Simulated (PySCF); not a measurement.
**Orbital picture of PbO**

M06-L at R = 1.934 Å; PySCF, scalar-relativistic core potentials, basis sets Pb aug-cc-pVDZ-PP with ECP60, O aug-cc-pVDZ. State: ¹Σ⁺ (singlet), closed shell. Only the outer orbitals are listed, counted within each symmetry, core potentials removing the inner ones.

```csv
orbital,occ.,ε (eV),on Pb (%),main shells (%)
5σ,2,-20.65,60,"58 Pb d, 40 O s"
6σ,2,-11.88,89,88 Pb s
7σ,2,-6.12,34,"65 O p, 23 Pb p, 9 Pb s"
3π,2,-6.08,18,"82 O p, 17 Pb p"
3π,2,-6.08,18,"82 O p, 17 Pb p"
4π,0,-2.58,87,"85 Pb p, 13 O p"
4π,0,-2.58,87,"85 Pb p, 13 O p"
8σ,0,-0.10,88,"70 Pb p, 10 Pb s, 8 Pb d"
```

Which are the highest filled and the lowest empty level, where do they sit, and how wide is the gap?

Highest filled 3π at -6.08 eV (in %: 82 O p, 17 Pb p); lowest empty 4π at -2.58 eV (in %: 85 Pb p, 13 O p); the gap at M06-L is 3.50 eV.

The bond order (Mayer) is 1.53, the ⟨S²⟩ is 0.000 and the charge on Pb (Mulliken, basis-dependent) is 0.86. The charge on Pb (Löwdin, basis-dependent) is 0.98 and the dipole moment (positive dipole means Pb(−)O(+)) is -4.70 D.

Spin–orbit coupling is left out, which matters for elements this heavy, above all for dissociation energies.
